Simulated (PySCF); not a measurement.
AlH, SMILES [AlH] (connectivity only; charge and spin as stated), neutral, multiplicity 1. The structure is a stationary point at r2SCAN-D4/def2-TZVPD.

PySCF with TDDFT-B3LYP/def2-TZVPD puts the lowest singlet excitations at 2.90, 2.90, 5.28, 6.35, 6.45, 6.45 eV.

Problem. What are the lowest excitation roots from ADC(3)/aug-cc-pVDZ run with PySCF? (An estimate is asked for; the answer gives what the named calculation found.)

Solution. 2.74, 2.74, 5.35, 5.40, 6.05, 6.17 eV. S1 differs by -0.16 eV (second minus first; roots are paired by order, and the bases may differ).
